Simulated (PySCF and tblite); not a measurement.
2 E/Z isomers of C5H5FO, numbered alike:

```tsv
isomer	SMILES	descriptors
A	[CH2:1]=[CH:2]/[CH:3]=[C:4](\[F:5])[CH:6]=[O:7]	3=4 Z
B	[CH2:1]=[CH:2]/[CH:3]=[C:4](/[F:5])[CH:6]=[O:7]	3=4 E
```

Computed spectrum of one of them (conformer average at 298.15 K; GFN1-xTB geometries, energies CAM-B3LYP/pcSseg-1 (IEF-PCM, dichloromethane) (D3(BJ) added where defined), GIAO shieldings CAM-B3LYP/pcSseg-1 (IEF-PCM, dichloromethane); references on GFN2-xTB geometries), in ppm: ¹H (against TMS): 9.80 (1H), 7.23 (1H), 7.02 (1H), 6.42 (1H), 6.33 (1H). ¹³C (against TMS): 200.7 (1C), 166.6 (1C), 143.2 (1C), 139.1 (1C), 131.0 (1C). Of the H, only those on carbon are given.

Q: Which isomer is it?

A: A. After a straight-line scaling (slope 0.85 to 1.15) of computed carbon shifts, the largest errors are A 2.4 ppm (at 166.6), B 3.6 ppm (at 143.2). Assigned: ¹H (against TMS): 9.80 (H6, 1H), 7.23 (H2, 1H), 7.02 (H3, 1H), 6.42 (H1a, 1H), 6.33 (H1b, 1H). ¹³C (against TMS): 200.7 (C6), 166.6 (C4), 143.2 (C1), 139.1 (C2), 131.0 (C3). For comparison, at another level (GFN2-xTB geometries, energies PBE0/pcSseg-1 (D3(BJ) added where defined), GIAO shieldings PBE0/pcSseg-1) the isomers give: A: ¹H (against TMS): 9.77 (H6, 1H), 7.14 (H2, 1H), 6.75 (H3, 1H), 6.12 (H1a, 1H), 6.06 (H1b, 1H). ¹³C (against TMS): 191.0 (C6), 162.5 (C4), 136.8 (C1), 136.6 (C2), 125.1 (C3). ¹⁹F (against CFCl3): -138.9 (F5). B: ¹H (against TMS): 9.92 (H6, 1H), 8.32 (H2, 1H), 6.52 (H3, 1H), 6.01 (H1a, 1H), 5.97 (H1b, 1H). ¹³C (against TMS): 193.1 (C6), 161.6 (C4), 139.0 (C2), 138.0 (C1), 132.3 (C3). ¹⁹F (against CFCl3): -133.3 (F5).

Unscaled ¹⁹F shifts at such levels can be off by tens of ppm; differences between conformers or isomers are more reliable. Shifts are unscaled: against experiment ¹³C can be off by 15 ppm or more and ¹H by 0.8 ppm. The search found a single conformer for at least one isomer; other rotamers may be missing.
